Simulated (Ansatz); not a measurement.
The cluster As₆Se. The state is a singlet with charge 0. Geometry r2SCAN-D4/def2-SVP.

```xyz
7

As    0.6130   -0.9983   -1.6988
As    0.9035    1.4278   -1.1846
As    1.1564   -1.5677    0.6809
As   -0.6924    1.8734    0.6062
As    1.4468    0.8585    1.1951
As   -1.1262   -1.7499   -0.1615
Se   -2.3011    0.1563    0.5628
```

The structure comes from a short search, and lower isomers may exist.

Task: Estimate the orbital energies around the gap (eV) in Ansatz with HF/STO-3G, PBE-D4/def2-TZVP, BLYP-D4/def2-TZVPD, r2SCAN-D4/def2-TZVP, PBE0-D4/def2-TZVP.

Result: 
```json
{"orbital": "HOMO−13", "HF/STO-3G": "-16.07", "PBE-D4/def2-TZVP": "-13.26", "BLYP-D4/def2-TZVPD": "-13.13", "r2SCAN-D4/def2-TZVP": "-13.79", "PBE0-D4/def2-TZVP": "-14.88"}
{"orbital": "HOMO−12", "HF/STO-3G": "-15.92", "PBE-D4/def2-TZVP": "-13.25", "BLYP-D4/def2-TZVPD": "-13.13", "r2SCAN-D4/def2-TZVP": "-13.78", "PBE0-D4/def2-TZVP": "-14.87"}
{"orbital": "HOMO−11", "HF/STO-3G": "-14.38", "PBE-D4/def2-TZVP": "-12.17", "BLYP-D4/def2-TZVPD": "-12.08", "r2SCAN-D4/def2-TZVP": "-12.65", "PBE0-D4/def2-TZVP": "-13.72"}
{"orbital": "HOMO−10", "HF/STO-3G": "-10.44", "PBE-D4/def2-TZVP": "-8.98", "BLYP-D4/def2-TZVPD": "-8.73", "r2SCAN-D4/def2-TZVP": "-9.38", "PBE0-D4/def2-TZVP": "-10.20"}
{"orbital": "HOMO−9", "HF/STO-3G": "-9.96", "PBE-D4/def2-TZVP": "-8.67", "BLYP-D4/def2-TZVPD": "-8.47", "r2SCAN-D4/def2-TZVP": "-9.04", "PBE0-D4/def2-TZVP": "-9.74"}
{"orbital": "HOMO−8", "HF/STO-3G": "-9.65", "PBE-D4/def2-TZVP": "-8.38", "BLYP-D4/def2-TZVPD": "-8.15", "r2SCAN-D4/def2-TZVP": "-8.76", "PBE0-D4/def2-TZVP": "-9.52"}
{"orbital": "HOMO−7", "HF/STO-3G": "-9.45", "PBE-D4/def2-TZVP": "-8.09", "BLYP-D4/def2-TZVPD": "-7.87", "r2SCAN-D4/def2-TZVP": "-8.49", "PBE0-D4/def2-TZVP": "-9.31"}
{"orbital": "HOMO−6", "HF/STO-3G": "-8.11", "PBE-D4/def2-TZVP": "-7.39", "BLYP-D4/def2-TZVPD": "-7.18", "r2SCAN-D4/def2-TZVP": "-7.72", "PBE0-D4/def2-TZVP": "-8.41"}
{"orbital": "HOMO−5", "HF/STO-3G": "-7.72", "PBE-D4/def2-TZVP": "-6.91", "BLYP-D4/def2-TZVPD": "-6.72", "r2SCAN-D4/def2-TZVP": "-7.24", "PBE0-D4/def2-TZVP": "-7.93"}
{"orbital": "HOMO−4", "HF/STO-3G": "-7.48", "PBE-D4/def2-TZVP": "-6.66", "BLYP-D4/def2-TZVPD": "-6.48", "r2SCAN-D4/def2-TZVP": "-6.99", "PBE0-D4/def2-TZVP": "-7.64"}
{"orbital": "HOMO−3", "HF/STO-3G": "-7.29", "PBE-D4/def2-TZVP": "-6.38", "BLYP-D4/def2-TZVPD": "-6.19", "r2SCAN-D4/def2-TZVP": "-6.68", "PBE0-D4/def2-TZVP": "-7.39"}
{"orbital": "HOMO−2", "HF/STO-3G": "-6.66", "PBE-D4/def2-TZVP": "-6.24", "BLYP-D4/def2-TZVPD": "-6.07", "r2SCAN-D4/def2-TZVP": "-6.53", "PBE0-D4/def2-TZVP": "-7.16"}
{"orbital": "HOMO−1", "HF/STO-3G": "-6.23", "PBE-D4/def2-TZVP": "-5.75", "BLYP-D4/def2-TZVPD": "-5.57", "r2SCAN-D4/def2-TZVP": "-6.02", "PBE0-D4/def2-TZVP": "-6.63"}
{"orbital": "HOMO", "HF/STO-3G": "-6.13", "PBE-D4/def2-TZVP": "-5.47", "BLYP-D4/def2-TZVPD": "-5.31", "r2SCAN-D4/def2-TZVP": "-5.74", "PBE0-D4/def2-TZVP": "-6.40"}
{"orbital": "LUMO", "HF/STO-3G": "4.23", "PBE-D4/def2-TZVP": "-3.14", "BLYP-D4/def2-TZVPD": "-2.98", "r2SCAN-D4/def2-TZVP": "-3.14", "PBE0-D4/def2-TZVP": "-2.49"}
{"orbital": "LUMO+1", "HF/STO-3G": "5.09", "PBE-D4/def2-TZVP": "-2.96", "BLYP-D4/def2-TZVPD": "-2.88", "r2SCAN-D4/def2-TZVP": "-2.98", "PBE0-D4/def2-TZVP": "-2.34"}
{"orbital": "LUMO+2", "HF/STO-3G": "5.72", "PBE-D4/def2-TZVP": "-2.24", "BLYP-D4/def2-TZVPD": "-2.14", "r2SCAN-D4/def2-TZVP": "-2.17", "PBE0-D4/def2-TZVP": "-1.53"}
{"orbital": "LUMO+3", "HF/STO-3G": "6.66", "PBE-D4/def2-TZVP": "-1.89", "BLYP-D4/def2-TZVPD": "-1.83", "r2SCAN-D4/def2-TZVP": "-1.82", "PBE0-D4/def2-TZVP": "-1.20"}
{"orbital": "LUMO+4", "HF/STO-3G": "6.79", "PBE-D4/def2-TZVP": "-1.79", "BLYP-D4/def2-TZVPD": "-1.81", "r2SCAN-D4/def2-TZVP": "-1.68", "PBE0-D4/def2-TZVP": "-1.07"}
{"orbital": "LUMO+5", "HF/STO-3G": "6.97", "PBE-D4/def2-TZVP": "-1.77", "BLYP-D4/def2-TZVPD": "-1.80", "r2SCAN-D4/def2-TZVP": "-1.66", "PBE0-D4/def2-TZVP": "-1.04"}
```
